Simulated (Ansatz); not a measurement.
Cost and result for the atomization energy of F2H4O2Si2, SMILES `O[SiH](F)O[SiH2]F` (10 atoms, 9 bonds).

| atom | x (Å) | y (Å) | z (Å) |
| --- | --- | --- | --- |
| O1 | -0.5089 | -1.1238 | -1.6793 |
| Si2 | 0.7379 | -1.0703 | -0.6464 |
| F3 | 2.0082 | -0.4105 | -1.3361 |
| O4 | 0.4028 | -0.1715 | 0.6673 |
| Si5 | -0.4583 | 1.0861 | 1.2193 |
| F6 | -1.3786 | 1.6151 | 0.0211 |
| H7 | -0.9690 | -0.3146 | -1.9112 |
| H8 | 1.0735 | -2.4416 | -0.2575 |
| H9 | -1.3498 | 0.6439 | 2.3096 |
| H10 | 0.4422 | 2.1873 | 1.6131 |

Total charge 0; spin multiplicity 1. All single points use the PBE0-D4/def2-TZVP geometry. It is one conformer, not always the lowest. Program: Ansatz. All runs use 4 threads of an Intel Xeon 6975P-C on a shared host. Times are those of one run each, without the atoms' runs, and a repeat can differ threefold. Electronic energies, without spin–orbit coupling; frozen cores. CCSD(T)/CBS adds CCSD(T) − MP2 in def2-TZVPP to the MP2 limit, and its time is that of the two runs behind it. T1 = 0.012. B3LYP takes the VWN-RPA correlation (the form of Gaussian; ORCA's B3LYP/G).

CCSD(T)/CBS is a level of theory with its own doubt, some kJ/mol a heavy atom from the limit and from the frozen cores, so smaller differences don't rank the functionals.

| level | functions | wall time | atomization (kJ/mol) | difference from CCSD(T)/CBS | per bond |
| --- | --- | --- | --- | --- | --- |
| PBE-D4/def2-TZVPP (with forces) | 264 | 1.4 s | 4055.6 | -34.1 | -3.8 |
| PBE0-D4/def2-TZVPP | 264 | 1.9 s | 3975.7 | -114.0 | -12.7 |
| r2SCAN-D4/def2-TZVPP (with forces) | 264 | 2.5 s | 4054.3 | -35.4 | -3.9 |
| B3LYP-D4/def2-TZVPP (with forces) | 264 | 2.9 s | 4023.6 | -66.1 | -7.4 |
| B2PLYP/def2-TZVPP | 264 | 3.2 s | 4012.6 | -77.1 | -8.6 |
| ωB97X-V/def2-TZVPP | 264 | 3.9 s | 4066.2 | -23.5 | -2.6 |
| ωB97M-V/def2-TZVPP (with forces) | 264 | 6 s | 4063.6 | -26.1 | -2.9 |
| MP2/def2-QZVPP | 488 | 13 s | 4169.2 | 79.5 | 8.8 |
| CCSD(T)/def2-TZVPP | 264 | 61 s | 3959.7 | -130.0 | -14.4 |
| CCSD(T)/CBS(def2) | – | 73 s | 4089.7 | 0.0 | 0.0 |

The D4 term adds +36.1 kJ/mol with B3LYP and +19.0 kJ/mol with PBE0; it sums over pairs of atoms, weighted by their polarisabilities, and B3LYP, whose exchange is more repulsive, gets the larger term. In def2-TZVPP, CCSD(T) changes the Hartree–Fock value by +953.7 kJ/mol (the triples alone add +54.2 kJ/mol) and MP2 by +1082.7 kJ/mol; breaking electron pairs costs correlation energy, which Hartree–Fock lacks. From PBE to PBE0 (25 % exact exchange), in def2-TZVPP and without D4, the atomization energy moves by −76.5 kJ/mol: exact exchange takes away binding that semilocal exchange gives to molecules.
